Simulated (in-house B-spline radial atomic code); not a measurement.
Configurations of Sm7+, with energies counted from [Kr] 4d10 4f4 5s2 5p3. Method: scalar-relativistic (X2C) B97-1, spin-polarised, spherical fractional occupations, Fermi nucleus of rms radius 5.0819 fm. Calculated with an all-electron radial atomic-structure program (B-spline basis). Shells without spins written out take the highest spin.

Caution: exact exchange at fractional occupations of open shells leaves self-interaction of up to several eV.

Occupations are held fixed; configurations that lie above the ionisation limit could autoionise.

```json
{"configuration": "[Kr] 4d10 4f(3 up, 1 down) 5s2 5p(0 up, 3 down)", "E - E(ref) (eV)": "9.0553", "highest orbital": "4f down", "its <r> (bohr)": "0.8208"}
{"configuration": "[Kr] 4d10 4f(2 up, 2 down) 5s2 5p(0 up, 3 down)", "E - E(ref) (eV)": "9.6908", "highest orbital": "4f up", "its <r> (bohr)": "0.8026"}
{"configuration": "[Kr] 4d10 4f(3 up, 1 down) 5s2 5p(2 up, 1 down)", "E - E(ref) (eV)": "12.166", "highest orbital": "4f down", "its <r> (bohr)": "0.8111"}
{"configuration": "[Kr] 4d10 4f(3 up, 0 down) 5s2 5p(2 up, 1 down) 5d(1 up, 0 down)", "E - E(ref) (eV)": "36.753", "highest orbital": "5d up", "its <r> (bohr)": "1.677"}
{"configuration": "[Kr] 4d10 4f3 5s2 5p3 6s1", "E - E(ref) (eV)": "46.282", "highest orbital": "6s up", "its <r> (bohr)": "2.423"}
{"configuration": "[Kr] 4d10 4f3 5s2 5p3 6p1", "E - E(ref) (eV)": "55.822", "highest orbital": "6p up", "its <r> (bohr)": "2.689"}
{"configuration": "[Kr] 4d10 4f3 5s2 5p3 5f1", "E - E(ref) (eV)": "62.637", "highest orbital": "5f up", "its <r> (bohr)": "2.299"}
{"configuration": "[Kr] 4d9 4f4 5s2 5p4", "E - E(ref) (eV)": "129.94", "highest orbital": "5p down", "its <r> (bohr)": "1.423"}
```

Question: Order these further configurations by energy, lowest first.
A. [Kr] 4d10 4f3 5s2 5p3 6f1
B. [Kr] 4d10 4f5 5s2 5p2
C. [Kr] 4d10 4f(2 up, 2 down) 5s2 5p(0 up, 2 down) 6d(0 up, 1 down)
D. [Kr] 4d9 4f4 5s2 5p3 5f1
E. [Kr] 4d9 4f5 5s2 5p3

Answer: B (9.2959 eV), A (81.351 eV), C (82.188 eV), E (126.83 eV), D (192.16 eV).

Question: How far above the reference does [Kr] 4d10 4f(3 up, 1 down) 5s2 5p(0 up, 2 down) 5f(1 up, 0 down) lie?

Answer: 76.454 eV; its least bound orbital is 5f up with <r> = 2.414 bohr.

Question: How far above the reference does [Kr] 4d10 4f(2 up, 2 down) 5s2 5p(2 up, 0 down) 6p(0 up, 1 down) lie?

Answer: 70.077 eV; its least bound orbital is 6p down with <r> = 2.727 bohr.

Question: How far above the reference does [Kr] 4d10 4f4 5s2 5p2 6d1 lie?

Answer: 72.966 eV; its least bound orbital is 6d up with <r> = 3.22 bohr.
